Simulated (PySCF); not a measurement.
# Static response to an electric field

Species: C₅H₁₀Si.
Structure used (GFN2-xTB), in Å, numbered top down from 1:
```
atom  x, y, z in Å
C1    -1.644    0.838   -1.218
C2    -0.838    0.155   -0.409
C3    -1.389   -0.681    0.708
C4     0.620    0.221   -0.566
C5     1.549   -0.893   -0.057
Si6    1.795    0.730    0.851
H7    -2.715    0.824   -1.104
H8    -1.260    1.438   -2.026
H9    -0.927   -0.412    1.657
H10   -2.464   -0.545    0.789
H11   -1.192   -1.737    0.525
H12    0.903    0.610   -1.539
H13    1.071   -1.723    0.443
H14    2.283   -1.239   -0.771
H15    1.264    0.866    2.195
H16    2.937    1.557    0.509
```

Level: CAM-B3LYP/def2-SVPD (PySCF), static field, nuclei fixed, core orbitals frozen in the response. The polarisability tensor in these axes (au):

```
x   102.46   0.57  15.73
y     0.57  79.19  -2.24
z    15.73  -2.24  86.05
```

Task: What are the eigenvalues, a third of the trace, and Δα (Δα² = ½Σ(αi − αj)² over the three pairs)?

Result: Principal values 75.27, 80.42 and 112.00 au; mean 89.23 au = 13.22 Å³ = 14.71 × 10⁻⁴⁰ C²·m²/J; Δα = 34.45 au (39 % of the mean).

Task: What is the dipole moment, and where does it point?

Result: (0.68, -0.16, 0.55) D, 0.89 D in size, pointing from the negative to the positive side. Measured along this direction, the outermost atoms are H7 at the negative end and H16 and H15 at the positive end.

Task: What would n − 1 = 2πNα be for an ideal gas of these molecules at 400 K and 1 atm, electronic part alone?

Result: N = p/kT = 1.8347 × 10¹⁹ cm⁻³, so n − 1 = 2π × N × 13.22 × 10⁻²⁴ cm³ = 1524 × 10⁻⁶ at long wavelengths.

Task: Along which axes do the principal values lie, and how far do the nuclei extend along each?

Result: Largest value along (0.85, -0.02, 0.52), where the nuclei span 5.65 Å; middle along (0.27, 0.87, -0.41), 3.99 Å; least along (-0.44, 0.49, 0.75), 3.71 Å. The response follows the extents in order.

Task: Estimate the molar refractivity from the static electronic polarisability.

Result: Lorentz–Lorenz: R = (4π/3)N_A α = 2.5225 cm³/(mol·Å³) × 13.22 Å³ = 33.4 cm³/mol, in the limit of long wavelengths.

Task: Traceless (Buckingham) quadrupole moment about the centre of nuclear charge: eigenvalues?

Result: -2.17, -0.88, 3.05 D·Å. The values depend on the origin, since the dipole doesn't vanish. The electronic extent ⟨r²⟩ about the same centre is 816 bohr², a root-mean-square distance of 2.06 Å for the 54 electrons.

Task: Form Σ f/ω² (atomic units) for the 8 lowest TDDFT singlets, given as eV and f, and set it beside the mean polarisability, which is this sum over all singlets: 5.51, 0.2901; 5.90, 0.0096; 6.27, 0.1202; 6.39, 0.0151; 6.56, 0.0508; 6.76, 0.0214; 6.93, 0.0144; 7.16, 0.0471.

Result: They add up to 11.95 au, 13.4 % of the 89.23 au; the largest single term is 7.08 au, from the state at 5.51 eV. Terms in order: 7.08, 0.20, 2.27, 0.27, 0.87, 0.35, 0.22, 0.68 au. Higher excitations give the rest. The strengths listed sum to 0.569.

The structure is a single GFN2-xTB conformer in the gas phase; no vibrational or solvent corrections.

These values come from a run that also computed excited states. On one thread of an Arm Neoverse V1, shared host with 32 logical CPUs at a one-minute load of 25, this took 60 s (grids of density and orbitals included) and 0.93 GiB of memory at its peak.
